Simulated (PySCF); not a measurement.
CH$_{5}$GaN (SMILES [CH3][Ga][NH2]), doublet, at a GFN2-xTB geometry (such geometries of metal compounds can be far from the true shape) (the spin is typed, not shown lowest). Base run: B3LYP/6-31G run with PySCF.

Geometry (Å):
```xyz
8

Ga     0.2286     0.1811     0.3370
C     -0.6532     1.1466    -1.3975
H     -1.7198     0.9282    -1.3981
H     -0.1886     0.7153    -2.2819
H     -0.4927     2.2226    -1.3760
N     -0.0332    -1.7038     0.2807
H     -0.9679    -2.0738     0.1311
H      0.4353    -2.3588     0.8992
```
Charge 0, spin multiplicity 2.
Orbitals are unrestricted.
All else is at PySCF's defaults.

The base run was repeated with changes; each row names its change, and settings that it needs were set with it.

```
change                                                                                   basis functions       E (Eh)  HOMO (eV)  dipole (D)
---------------------------------------------------------------------------------------  ---------------  -----------  ---------  ----------
base                                                                                                  55  -2020.38682      -4.95        1.12
basis = cc-pVTZ-DK; relativity = spin-free X2C; nucleus = Gaussian (with nucmod='G')                 173  -2039.85552      -5.20        0.76
basis = x2c-SVPall; relativity = spin-free X2C; nucleus = Gaussian (with nucmod='G')                  85  -2039.39162      -5.09        0.96
basis = jorge-DZP-DKH; relativity = none                                                              98  -2016.29669      -5.10        0.91
basis = x2c-SVPall; relativity = spin-free X2C                                                        85  -2039.40024      -5.09        0.96
basis = jorge-DZP-DKH; relativity = spin-free X2C; nucleus = Gaussian (with nucmod='G')               98  -2039.70465      -5.11        0.87
basis = jorge-DZP-DKH; relativity = spin-free X2C                                                     98  -2039.71453      -5.11        0.87
basis = cc-pVTZ-DK; relativity = spin-free X2C                                                       173  -2039.86634      -5.20        0.76
basis = x2c-SVPall; relativity = none                                                                 85  -2013.37717      -5.08        1.04
basis = cc-pVTZ-DK; relativity = none                                                                173  -2009.88576      -5.18        0.81
```

Total energies compare only within one method and basis.

Open shells are given as the SCF converged; they aren't shown to be the lowest states, and a large step between rows can be another state.

Basis sets contracted for a relativistic Hamiltonian are a mismatch without it, so the rows without relativity aren't non-relativistic limits. No row has spin-orbit coupling; sets with core potentials leave out the core electrons.
